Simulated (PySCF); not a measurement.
# Calcium: a sound run and one with changed settings

Sound run: Ca [Ar] 4s2, Ca⁺ [Ar] 4s1. Computed with PySCF 2.14 in x2c-SVPall, with the spin-free X2C one-electron Hamiltonian (Gaussian nucleus). The sound run starts from symmetry-adapted Hartree-Fock orbitals and uses a fine grid where one is needed.

A second run was set up differently.

```json
{"species": "Ca", "method": "UHF", "sound run (hartree)": "-679.52012", "changed run (hartree)": "-679.51909", "converged": "no"}
{"species": "Ca", "method": "LDA", "sound run (hartree)": "-678.47175", "changed run (hartree)": "-678.42276", "converged": "no"}
{"species": "Ca", "method": "PBE", "sound run (hartree)": "-680.12186", "changed run (hartree)": "-680.07194", "converged": "no"}
{"species": "Ca⁺", "method": "UHF", "sound run (hartree)": "-679.33084", "changed run (hartree)": "-679.24408", "converged": "no"}
{"species": "Ca⁺", "method": "LDA", "sound run (hartree)": "-678.23998", "changed run (hartree)": "-678.23711", "converged": "no"}
{"species": "Ca⁺", "method": "PBE", "sound run (hartree)": "-679.89543", "changed run (hartree)": "-679.89287", "converged": "no"}
```

What was changed?
A. minimal basis
B. all electrons correlated in a valence basis
C. radial grid too coarse
D. too few SCF iterations

D. It used initial guess 1e, at most 3 SCF cycles. The SCF was stopped early; the energies are upper bounds that still move, and correlated levels were skipped or rest on poor orbitals.
